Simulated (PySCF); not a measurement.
## Radial density of Co²⁺ (cobalt, charge +2)

BLYP, [Ar] 3d6 4p1, one real determinant (an excited configuration). Calculation: PySCF 2.14, in x2c-TZVPPall; scalar relativity by spin-free X2C-1e.

```json
{"r (bohr)": "0.000956", "4πr²ρ (e/bohr)": "0.2151", "4πr²(ρα − ρβ)": "0.0000"}
{"r (bohr)": "0.00161", "4πr²ρ (e/bohr)": "0.5433", "4πr²(ρα − ρβ)": "0.0000"}
{"r (bohr)": "0.00270", "4πr²ρ (e/bohr)": "1.359", "4πr²(ρα − ρβ)": "0.0001"}
{"r (bohr)": "0.00455", "4πr²ρ (e/bohr)": "3.282", "4πr²(ρα − ρβ)": "0.0001"}
{"r (bohr)": "0.00765", "4πr²ρ (e/bohr)": "7.438", "4πr²(ρα − ρβ)": "0.0003"}
{"r (bohr)": "0.0129", "4πr²ρ (e/bohr)": "15.14", "4πr²(ρα − ρβ)": "0.0007"}
{"r (bohr)": "0.0217", "4πr²ρ (e/bohr)": "25.77", "4πr²(ρα − ρβ)": "0.0017"}
{"r (bohr)": "0.0364", "4πr²ρ (e/bohr)": "32.67", "4πr²(ρα − ρβ)": "0.0050"}
{"r (bohr)": "0.0613", "4πr²ρ (e/bohr)": "28.46", "4πr²(ρα − ρβ)": "0.0189"}
{"r (bohr)": "0.103", "4πr²ρ (e/bohr)": "26.92", "4πr²(ρα − ρβ)": "0.0749"}
{"r (bohr)": "0.173", "4πr²ρ (e/bohr)": "36.68", "4πr²(ρα − ρβ)": "0.3212"}
{"r (bohr)": "0.292", "4πr²ρ (e/bohr)": "22.65", "4πr²(ρα − ρβ)": "1.4189"}
{"r (bohr)": "0.490", "4πr²ρ (e/bohr)": "15.52", "4πr²(ρα − ρβ)": "3.7315"}
{"r (bohr)": "0.825", "4πr²ρ (e/bohr)": "15.86", "4πr²(ρα − ρβ)": "3.8224"}
{"r (bohr)": "1.39", "4πr²ρ (e/bohr)": "3.925", "4πr²(ρα − ρβ)": "1.4959"}
{"r (bohr)": "2.33", "4πr²ρ (e/bohr)": "0.7540", "4πr²(ρα − ρβ)": "0.6188"}
{"r (bohr)": "3.92", "4πr²ρ (e/bohr)": "0.1431", "4πr²(ρα − ρβ)": "0.1406"}
{"r (bohr)": "6.60", "4πr²ρ (e/bohr)": "0.002931", "4πr²(ρα − ρβ)": "0.0029"}
```

Densities and radii are taken from the X2C orbitals without a picture-change correction, which distorts them close to the nucleus.

⟨L²⟩ = 8.00 against 12 for a pure F term, so this real determinant mixes terms.
